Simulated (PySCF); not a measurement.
Molecule: SMILES CO[Se][SiH3] (CH6OSeSi), singlet. Atoms near the plane z = 0.0 Å, at the CAM-B3LYP/def2-SVP optimised geometry (x, y, z in Å): Si7 (-0.5, -0.3, 0.0), H8 (1.0, -0.3, 0.0), H10 (-1.0, 1.1, 0.0).

Computed with CAM-B3LYP/def2-TZVP (PySCF). Cells within 0.4 Å of a nucleus heavier than hydrogen are left out (blank, or x). The values are rescaled to run from 0 to 1.

```
|99999999999999999999999999999|
|99999999999999999999999999999|
|99999999999999999999999999999|
|99999999999999999999999999999|
|99999999999999999999999999999|
|99999999999999999999999999999|
|99999999988889999999999999999|
|99999999888888888899999999999|
|99999998888888888888899999999|
|99999988887788888888888999999|
|99999888877788888888888899999|
|99988888887777777777888899999|
|99888888888887766667788889999|
|98888888888887665556678889999|
|888888888888x8654334677888999|
|88888888888xxx653203577888999|
|88887777888xxx754213577888999|
|88877777788999865445678889999|
|88877777788999877666778889999|
|88777666778999988777888899999|
|88777666778999988888888999999|
|88877766778899998888889999999|
|88877777778899999999999999999|
|88887777788899999999999999999|
|88888778888999999999999999999|
|88888888889999999999999999999|
|98888888899999999999999999999|
|99888889999999999999999999999|
|99998999999999999999999999999|
```
Scale: ten equal steps from 0.000 (start of '0') to 1.00 (end of '9'), in the order '0123456789'; x runs from -3.50 to 3.50, y from -3.50 (bottom) to 3.50 (top).

Q: Which quantity is mapped?
A. log10 of the electron density
B. an orbital amplitude
C. deformation density (molecule minus spherical neutral atoms)
D. Laplacian of the electron density

A: B, an orbital amplitude. In full: HOMO amplitude (bohr^(-3/2)).
